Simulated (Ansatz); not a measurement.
`CC[Si]S` + `O[SiH3]` → `CC[Si]O[SiH3]` + H₂S  (ligand exchange at the Si–S bond)

Gas-phase electronic energies from Ansatz, PBE0-D4/def2-TZVP geometries. CBS: MP2 limit from def2 TZ/QZ plus the TZ coupled-cluster correction, frozen cores. This one scheme is used for every species. DFT in def2-TZVPP. One conformer a species, not always the lowest.

```tsv
level	ΔE (kJ/mol)
PBE-D4	-19.0
BHLYP-D4	-43.7
ωB97M-V	-35.9
BHLYP	-38.0
```

**Question.** What does CCSD(T)/CBS give? (Best estimate.)

**Answer.** Ansatz gave: -33.5 kJ/mol. The listed levels differ from it by 14.5, -10.2, -2.4, -4.5 kJ/mol.

Largest T1 diagnostic among the species: 0.013.

From BLYP to BHLYP (50 % exact exchange), in def2-TZVPP and without D4, ΔE moves by −11.0 kJ/mol. In def2-TZVPP, CCSD(T) changes the Hartree–Fock value by +9.0 kJ/mol (the triples alone add +3.2 kJ/mol) and MP2 by +12.7 kJ/mol.
